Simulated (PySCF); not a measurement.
# A ladder of Hamiltonians for Mn²¹⁺ (manganese, charge +21)

Occupied: 1s1/2, 2s1/2. Hartree-Fock calculated with PySCF 2.14 in an uncontracted even-tempered set (19 s from 1.8 bohr⁻², ratio 2.3; 13 p from 2.1 bohr⁻², ratio 2.3), Gaussian nucleus throughout. NR is non-relativistic, sf-X2C the spin-free one-electron X2C Hamiltonian, X2C adds the bare one-electron spin-orbit term, X2C-SNSO screens it by Boettger's factors, DC is four-component Dirac-Coulomb, and the Gaunt and Breit terms are added at first order (total energies over the DC spinors, levels after relaxing the spinors in that mean field). QED terms are absent. Levels marked empty are virtual spinors of this ion.

```json
{"level (eV)": "1s1/2", "NR": "-7828.3", "sf-X2C": "-7888.6", "X2C": "-7888.6", "X2C-SNSO": "-7888.6"}
{"level (eV)": "2s1/2", "NR": "-1765.6", "sf-X2C": "-1782.9", "X2C": "-1782.9", "X2C-SNSO": "-1782.9"}
{"level (eV)": "2p1/2 (empty)", "NR": "-1630.7", "sf-X2C": "-1636.5", "X2C": "-1645.9", "X2C-SNSO": "-1645.1"}
{"level (eV)": "2p3/2 (empty)", "NR": "-1630.7", "sf-X2C": "-1636.5", "X2C": "-1631.9", "X2C-SNSO": "-1632.3"}
{"level (eV)": "3s1/2 (empty)", "NR": "-716.35", "sf-X2C": "-721.78", "X2C": "-721.78", "X2C-SNSO": "-721.78"}
```

Problem. Where do the four-component calculations put these levels?

Solution. 1s1/2: DC -7891.5, DC+Gaunt -7885.6, DC+Breit -7885.7; 2s1/2: DC -1783.2, DC+Gaunt -1782.5, DC+Breit -1782.6; 2p1/2 (empty): DC -1645.3, DC+Gaunt -1644.2, DC+Breit -1644.4; 2p3/2 (empty): DC -1632.3, DC+Gaunt -1631.7, DC+Breit -1631.8; 3s1/2 (empty): DC -721.85, DC+Gaunt -721.69, DC+Breit -721.71 (eV).

| Hamiltonian | E (hartree) | E − E(DC) (hartree) | CPU seconds |
| --- | --- | --- | --- |
| NR | -742.7823 | 6.4259 | 0.25 |
| sf-X2C | -749.0896 | 0.1187 | 0.14 |
| X2C | -749.0896 | 0.1187 | 0.14 |
| X2C-SNSO | -749.0896 | 0.1187 | 0.14 |
| DC | -749.2083 | 0.0000 | 3.2 |
| DC+Gaunt | -748.9635 | 0.2448 | 5.6 |
| DC+Breit | -748.9679 | 0.2403 | 49 |

Weight of the small component: 1s1/2 0.00817, 2s1/2 0.00180, 2p1/2 0.00174, 2p3/2 0.00173, 3s1/2 0.000716.

Koopmans' value for the highest occupied level at DC+Breit: 1782.6 eV, against an ionisation energy of 1788.7 ± 0.6 eV (semi-empirical (NIST evaluation); NIST Atomic Spectra Database, ionization energies); the former lacks relaxation, correlation, QED and recoil.

The whole ladder took 60 s of wall time on 1 thread of Intel(R) Xeon(R) Platinum 8488C (shared host), launched as `OMP_NUM_THREADS=1 python relrun2.py TASK.json OUT` (a driver that calls PySCF for each Hamiltonian).
